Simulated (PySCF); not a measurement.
C5H5F2O (doublet state).
Z-matrix (Å and degrees, GFN2-xTB geometry), rows numbered from 1:
```
F 
C   1  1.3496
F   2  1.3516  1  106.34
C   2  1.5484  1  111.03  3   119.84
C   4  1.4940  2  112.22  1  -171.56
C   5  1.3778  4  106.93  2  -116.70
C   6  1.3779  5  108.13  4    -1.04
O   7  1.3618  6  111.87  5    -0.11
H   2  1.0999  1  108.43  3  -116.62
H   4  1.1019  2  106.66  1   -45.68
H   5  1.0686  4  123.52  2    62.01
H   6  1.0716  5  126.55  4   179.51
H   7  1.0707  6  131.77  5  -179.29
```

The hyperfine couplings belong to this conformer and change with its torsions.

Identity: `O1[C@@H]([CH]C=C1)C(F)F` [radical].

Level of theory: UKS B3LYP, pcH-1 on C F H O, non-relativistic, mean-field spin-orbit, GIAO in PySCF 2.14.0. Geometry: GFN2-xTB, one conformer, isolated molecule. The geometry wasn't refined by DFT: couplings that depend on bond lengths, twists or pyramidal angles can differ widely from those at the functional's own minimum. No stability test was run, so a lower SCF solution isn't excluded.

The largest Mulliken spin populations are on C5 (+0.60), C7 (+0.53), C6 (-0.21) and O8 (+0.09). The angles at C5 add up to 360.0°, so it is planar.

(1) McConnell's relation a(H) = Q·ρ ties the coupling of a proton on a planar π carbon to the spin population of that carbon. What Q do the computed values give?

(2) Leave H13 and its like out of the fit. How well does the relation then predict its coupling?

Answers

(1) 
```tsv
H	C	ρ(C)	a(H) (G)	a/ρ (G)
H11	C5	+0.598	-14.52	-24.3
H12	C6	-0.207	+2.92	-14.1
H13	C7	+0.532	-14.42	-27.1
```

A least-squares line through the origin gives Q = -24.8 G with Mulliken populations. Where ρ is negative the coupling is positive.

(2) The other protons give Q = -23.2 G, so a = -23.2 × 0.532 ≈ -12.33 G, against the computed -14.42 G.

Couplings in gauss use g_iso = 2.0033.
